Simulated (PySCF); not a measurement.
C7H8O2.
Atom-mapped SMILES: `[CH2:1]=[CH:2]/[CH:3]=[CH:4]\[C:5](=[CH2:6])[C:7](=[O:8])[OH:9]` (hydrogens: H10, H11 on C1; H12 on C2; H13 on C3; H14 on C4; H15, H16 on C6; H17 on O9)

Structure optimised with GFN2-xTB, isolated species.

Q: Give the optimised bond lengths and angles.

A: 
```
  bond  length (Å)
 C1=C2       1.330
 C2–C3       1.443
 C3=C4       1.340
 C4–C5       1.456
 C5=C6       1.337
 C5–C7       1.490
 C7=O8       1.205
 C7–O9       1.342
C1–H10       1.078
C1–H11       1.076
C2–H12       1.082
C3–H13       1.083
C4–H14       1.082
C6–H15       1.076
C6–H16       1.076
O9–H17       0.970
```

A selection of angles:
```
     angle  degrees
 C2–C1–H10    121.6
 C2–C1–H11    122.0
H10–C1–H11    116.4
  C1–C2–C3    123.2
 C1–C2–H12    120.0
 C3–C2–H12    116.7
  C2–C3–C4    126.2
 C2–C3–H13    115.4
 C4–C3–H13    118.3
  C3–C4–C5    126.7
 C3–C4–H14    119.4
 C5–C4–H14    113.9
  C4–C5–C6    125.4
  C4–C5–C7    114.4
  C6–C5–C7    120.0
 C5–C6–H15    121.2
 C5–C6–H16    121.5
H15–C6–H16    117.3
  C5–C7–O8    124.8
  C5–C7–O9    113.2
  O8–C7–O9    121.9
 C7–O9–H17    109.7
```

Torsions: C1–C2–C3–C4 -171° (antiperiplanar); C2–C3–C4–C5 5° (synperiplanar); C3–C4–C5–C6 39° (synclinal); C4–C5–C7–O8 -17° (synperiplanar); H17–O9–C7–C5 180° (antiperiplanar). The mirror-image conformer, all signs reversed, is as good.

Of the pairs four or more bonds apart, O9···H15 is among the closest relative to their van der Waals radii: 2.40 Å, 88 % of the sum of Bondi's values. The 6 C–C bonds span 1.330 Å (C1=C2, drawn double) to 1.490 Å (C5–C7, drawn single), a spread of 0.160 Å. The C–O distances run from 1.205 Å (C7=O8, drawn double) to 1.342 Å (C7–O9, drawn single), a spread of 0.137 Å.

Point group: C1 (no symmetry element, even within 0.4 Å). No GFN2-xTB frequencies stand behind this structure, so it isn't proved a minimum. One conformer, not necessarily the lowest (C1–C2–C3–C4 -171°, C3–C4–C5–C6 39°, C4–C5–C7–O8 -17°, C5–C7–O9–H 180°).

All values are computed, not measured.
